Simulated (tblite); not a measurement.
Isomers of C8H10FP. Level: GFN2-xTB in tblite, geometry and Hessian alike; calculated harmonic values, unscaled, isolated species. Against measured fundamentals such values can be off by several per cent, at times by over 20. Modes of hydrogen on phosphorus can be 10 to 20 % off. One conformer each.

Electronic energies: GFN2-xTB at the same geometries; isomer energies are rough at this level and their order can be wrong.

```json
{"SMILES": "C#CCP1CC(C)=C(F)C1", "electronic energy, lowest = 0 (kcal/mol)": "40.0"}
{"SMILES": "CP(C)c1ccc(F)cc1", "electronic energy, lowest = 0 (kcal/mol)": "0.0"}
{"SMILES": "CCPc1ccc(F)cc1", "electronic energy, lowest = 0 (kcal/mol)": "0.7"}
```

Question: How do GFN2-xTB zero-point energies change the relative energies?

Answer: 
```json
{"SMILES": "CP(C)c1ccc(F)cc1", "ZPE (kcal/mol)": "96.5", "of it from modes above 1550 cm⁻¹": "48.0", "electronic (kcal/mol)": "0.0", "with ZPE, lowest = 0 (kcal/mol)": "0.0", "lowest mode (cm⁻¹)": "17", "rings": "1"}
{"SMILES": "CCPc1ccc(F)cc1", "ZPE (kcal/mol)": "96.5", "of it from modes above 1550 cm⁻¹": "46.8", "electronic (kcal/mol)": "0.7", "with ZPE, lowest = 0 (kcal/mol)": "0.8", "lowest mode (cm⁻¹)": "26", "rings": "1"}
{"SMILES": "C#CCP1CC(C)=C(F)C1", "ZPE (kcal/mol)": "95.5", "of it from modes above 1550 cm⁻¹": "48.8", "electronic (kcal/mol)": "40.0", "with ZPE, lowest = 0 (kcal/mol)": "39.0", "lowest mode (cm⁻¹)": "43", "rings": "1"}
```

The zero-point energies span 1.0 kcal/mol, from `C#CCP1CC(C)=C(F)C1` to `CCPc1ccc(F)cc1`. The order is unchanged.
